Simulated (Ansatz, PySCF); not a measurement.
C2H7GaO2Se (SMILES C[O][Ga]([SeH])[O]C), singlet, geometry from GFN2-xTB (such geometries of metal compounds can be far from the true shape). Base run: CASSCF(6,6)/STO-3G (PySCF).

Input for PySCF:
```python
from pyscf import gto, scf, mcscf
import numpy

mol = gto.M(
    atom='''
Ga   -0.142160    0.080413   -0.356181
O     0.263918    1.601468   -1.138791
C    -0.053828    2.211827   -2.377649
H    -0.555754    3.162344   -2.180286
H     0.874385    2.398072   -2.923632
H    -0.706528    1.583790   -2.987677
O    -1.193791   -1.053519   -1.213585
C    -1.749176   -2.330539   -0.969134
H    -1.456023   -2.730816    0.006414
H    -2.838789   -2.254080   -1.004513
H    -1.409145   -3.018086   -1.747602
Se    0.803319   -0.188319    1.739141
H     1.442987    1.097488    1.647810
''',
    basis='sto-3g',
    charge=0,
    spin=0,
    verbose=4,
)

mf = scf.RHF(mol)
mf.kernel()
mc = mcscf.CASSCF(mf, 6, 6)
mc.fix_spin_(ss=0.0)
mc.kernel()
occ = numpy.linalg.eigvalsh(mc.fcisolver.make_rdm1(mc.ci, mc.ncas, mc.nelecas))[::-1]
ss = mc.fcisolver.spin_square(mc.ci, mc.ncas, mc.nelecas)[0]
print('natural occupations', occ.round(4), ' <S^2>', round(ss, 4))
```

Programs used: Ansatz (a first-principles code), PySCF; a row that names a program was run with it.

Variants of this job, named by their change:

```tsv
change	ΔE vs base (mEh)	natural occupations	<S^2> of the state	outcome
base	0.000	1.98 1.97 1.97 0.03 0.03 0.02	0.00	converged
active space = 2 electrons, 2 orbitals	37.790	1.98 0.02	0.00	converged
start = MP2 natural orbitals	4.826	1.97 1.97 1.96 0.05 0.03 0.02	0.00	converged
correction = SC-NEVPT2	-210.7	1.98 1.97 1.97 0.03 0.03 0.02	0.00	converged
orbitals = fixed (CASCI)	43.361	2.00 1.99 1.99 0.01 0.01 0.00	0.00	converged
conv_tol = 1e-5	0.001	1.98 1.97 1.97 0.04 0.03 0.02	0.00	converged
active space = 4 electrons, 5 orbitals	-	-	-	not converged
active space = 4 electrons, 3 orbitals	44.843	2.00 1.99 0.01	0.00	converged
orbitals = fixed (CASCI); correction = SC-NEVPT2	-203.1	2.00 1.99 1.99 0.01 0.01 0.00	0.00	converged
code = ansatz; correction = SC-NEVPT2, all electrons	-210.2	-	-	converged
code = ansatz	4.940	-	-	converged
```

Active orbitals are taken around the Fermi level unless the row says otherwise; CASSCF can end in different local minima, and two programs can end on different orbitals. State-averaged rows give the lowest state.
